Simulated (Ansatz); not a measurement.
Basis sets compared for Ge(vinyl)H3 (C2H6Ge). The state is a singlet with charge 0. Geometry B3LYP-D4/def2-TZVP. Ansatz on 2 threads of Arm Neoverse V2 on a shared host; times are rough, and most runs start from earlier orbitals.

Cartesian coordinates in Å:
```
C 0.2752 0.4737 -0.5355
C 1.0312 -0.4536 -1.1141
Ge -0.8499 0.1230 1.0163
H 0.2808 1.4828 -0.9397
H 1.0674 -1.4759 -0.7520
H 1.6514 -0.2326 -1.9771
H -0.7220 -1.3645 1.3907
H -2.3223 0.4521 0.7020
H -0.4118 0.9950 2.2093
```

Another isomer (singlet) lies 0.30 eV lower at PBE0-D4/def2-TZVP; other spin states weren't run for this one.

Binding counts from free atoms (C triplet, Ge triplet, H doublet) in the same basis, without a counterpoise term.

```tsv
level	functions	energy (Eh)	HOMO (eV)	LUMO (eV)	binding per atom (eV)	wall time
PBE-D4/def2-SVP	90	-2156.0324	-6.72	-1.14	3.62	1 s
PBE0-D4/def2-SVP	90	-2156.1045	-7.88	-0.12	3.59	1.4 s
```

**Question.** Estimate the rows for PBE-D4/def2-TZVP (with forces), PBE0-D4/def2-TZVP.

**Answer.** 
```tsv
level	functions	energy (Eh)	HOMO (eV)	LUMO (eV)	binding per atom (eV)	wall time
PBE-D4/def2-TZVP (with forces)	146	-2156.3832	-6.81	-1.32	3.60	2.1 s
PBE0-D4/def2-TZVP	146	-2156.4517	-7.93	-0.29	3.57	2.4 s
```
